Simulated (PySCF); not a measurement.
A structure optimised at PBE0-D3(BJ)/def2-TZVP, used in a PySCF frequency run:

```
Sr
Cl 1 2.6010
Cl 1 2.6010 2 143.88
```

Task: Write its SMILES, formula and point group.

Result: [Cl][Sr][Cl], Cl2Sr, C2v

Task: What are its rotational constants (standard atomic weights)?

Result: 19.832, 1.1657, 1.1009 GHz
